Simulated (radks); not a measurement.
Problem. These are the eigenvalues of the occupied orbitals of an atom or ion with whole-number occupations (eV). Calculated with a radial shooting solver on a logarithmic mesh with Libxc functionals: scalar-relativistic Kohn-Sham, LDA (Slater exchange, Perdew-Wang correlation), spin-polarised, spherical densities, point nucleus.

orbital  eigenvalue
1s up     -83156.63
1s down   -83156.62
2s up     -14767.81
2s down   -14767.72
2p up     -12742.58
2p down   -12742.51
3s up     -3530.505
3s down   -3530.461
3p up     -2945.559
3p down   -2945.512
3d up     -2329.616
3d down   -2329.550
4s up     -802.5762
4s down   -802.4876
4p up     -610.7682
4p down   -610.6791
4d up     -383.3058
4d down   -383.2012
5s up     -153.1235
5s down   -152.6053
4f up     -130.9440
4f down   -130.8065
5p up     -101.1460
5p down   -100.5408
5d up      -43.0724
5d down    -42.4372

Which element is it, and in what charge state? The configuration may be excited. Open shells, if any, are filled with parallel spins first.

Solution. Z = 80, mercury, charge +3: Hg3+ in [Xe] 4f14 5d9. The list shows which subshells hold electrons but not how many an open one holds; the 1s level, -3055.9 hartree, gives Z - s = 78.2 by -(Z - s)^2/2, which with screening and relativity narrows Z to a few neighbours, and the depths of the outer levels then fix element, charge and occupations together.
